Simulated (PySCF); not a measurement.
## How good is the calculation?

Geometry:
```csv
atom,x (Å),y (Å),z (Å)
C1,-3.236,-0.082,-0.520
C2,-2.007,-0.651,0.169
C3,-0.748,0.174,-0.061
C4,0.489,-0.387,0.628
C5,1.732,0.429,0.381
C6,2.540,0.217,-0.865
C7,3.092,-0.195,0.469
H8,-3.089,-0.018,-1.610
H9,-3.461,0.936,-0.161
H10,-4.128,-0.701,-0.340
H11,-1.830,-1.684,-0.179
H12,-2.193,-0.732,1.255
H13,-0.920,1.209,0.286
H14,-0.552,0.254,-1.146
H15,0.305,-0.458,1.715
H16,0.664,-1.422,0.285
H17,1.662,1.467,0.728
H18,2.977,1.086,-1.365
H19,2.216,-0.573,-1.550
H20,3.145,-1.265,0.692
H21,3.909,0.390,0.898
```

A single conformation, relativity neglected, averaged over atoms made equivalent by symmetry, fast rotation or ring inversion, no solvent. NMR shieldings at PBE0/pcSseg-1/GIAO; geometry from PBE0-D3(BJ)/def2-SVP; PySCF 2.14.

Reference values: measured (solution, not stated per compound (mostly CDCl3 or CCl4); Pretsch, Buehlmann, Badertscher, Structure Determination of Organic Compounds, 4th ed. (2009)).
```json
{"atoms": "C5", "quantity": "δ ¹³C", "reference": "10.9", "computed": "13.0", "computed, scaled": "11.9"}
{"atoms": "C6/C7", "quantity": "δ ¹³C", "reference": "4.4", "computed": "6.3", "computed, scaled": "5.4"}
```

Computed shifts are σ(ref) − σ with the named reference compound (TMS for H and C) calculated as an isolated molecule at the same level. The measured values may be among those fitted. Expected solution values come from regression of measured δ (H and C: mostly CDCl3, vs TMS) on computed σ: ¹³C (scatter 1.9 ppm rms, 2.3 ppm with the 23 outliers that the fit left out). Occasional misses reach two or three times the rms, and more in compound classes unlike the fitted ones.

Q: How far are the unscaled ¹³C shifts from the references?

A: Mean signed difference +2.00 ppm, mean absolute 2.00 ppm over 2 comparisons; the largest is +2.1 ppm at C5 (three-membered-ring carbon).

2 of the 4 published NMR values on file for this molecule are compared.
